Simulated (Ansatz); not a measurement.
Consider the atomization: `O[SiH2][Al]([OH])[OH]` → Al• + 5 H• + 3 O• + Si•.

Calculated with Ansatz (gas phase, PBE0-D4/def2-TZVP geometries, no zero-point term in ΔE). CCSD(T)/CBS adds triple-zeta CCSD(T) − MP2 to the extrapolated MP2 energy (def2 sets, frozen cores). This one scheme is used for every species, atoms too. Functionals use def2-TZVPP. Open shells (•) are unrestricted, without spin–orbit coupling. Spin–orbit coupling would lower the free atoms: a little for Al, O, Si. Each species was taken in one conformer, which may not be the lowest.

```json
{"level": "PBE0-D4", "ΔE (kJ/mol)": "3548.9"}
{"level": "ωB97X-V", "ΔE (kJ/mol)": "3620.3"}
{"level": "PBE", "ΔE (kJ/mol)": "3615.2"}
{"level": "PBE0", "ΔE (kJ/mol)": "3533.1"}
```

Question: What does CCSD(T)/CBS give? (An estimate is asked.)

Answer: The calculation gave: +3641.1 kJ/mol. The listed levels differ from it by -92.2, -20.8, -25.9, -108.0 kJ/mol.

Largest T1 diagnostic among the species: 0.018.

The D4 term adds +29.8 kJ/mol with B3LYP and +15.8 kJ/mol with PBE0; it sums over pairs of atoms, weighted by their polarisabilities, and B3LYP, whose exchange is more repulsive, gets the larger term. In def2-TZVPP, CCSD(T) changes the Hartree–Fock value by +971.8 kJ/mol (the triples alone add +54.6 kJ/mol) and MP2 by +1064.0 kJ/mol; breaking electron pairs costs correlation energy, which Hartree–Fock lacks.

B3LYP here is the variant with VWN-RPA as its local correlation; programs differ in this.

For atomizations the MP2-based limit and the directly extrapolated one differ by several kJ/mol either way, and by 10 to 25 for some Ge, Se and Sn compounds, so smaller differences from it don't rank the levels.
